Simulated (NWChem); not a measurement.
Species: C2H6B cation

```xyz
9

C      0.0000     0.0000     1.4827
B      0.0000     0.0000     0.0000
C      0.0000     0.0000    -1.4827
H     -0.7883     0.6643     1.8729
H     -0.1811    -1.0148     1.8729
H      0.9694     0.3505     1.8729
H      0.3505     0.9694    -1.8729
H     -1.0148    -0.1811    -1.8729
H      0.6643    -0.7883    -1.8729
```
Atoms are numbered in this order, from 1.

Level: B3LYP/6-31G* (spherical d) (NWChem), optimised geometry, unscaled harmonic frequencies. B3LYP is NWChem's, with the RPA form of VWN correlation.

```tsv
frequency (cm⁻¹)	IR intensity (km/mol)
40	0.0
270	0.0
270	0.0
656	0.0
656	0.0
751	0.0
928	91.3
928	91.3
1277	6.9
1351	0.0
1397	5.8
1397	5.8
1405	29.8
1405	29.8
1499	488.4
3003	194.1
3013	0.0
3077	62.0
3077	62.0
3079	5.1
3079	5.1
```

```json
{
  "zero_point_energy": "46.5 kcal/mol",
  "thermal correction to the enthalpy at 298.15 K (with zero-point energy)": "50.3 kcal/mol",
  "heat capacity Cv": "15.7 cal/(mol K)",
  "entropy at 298.15 K and 1 atm (symmetry number 6)": "65.4 cal/(mol K)"
}
```

Rigid rotor and harmonic oscillator; modes under 100 cm⁻¹ make the entropy uncertain.
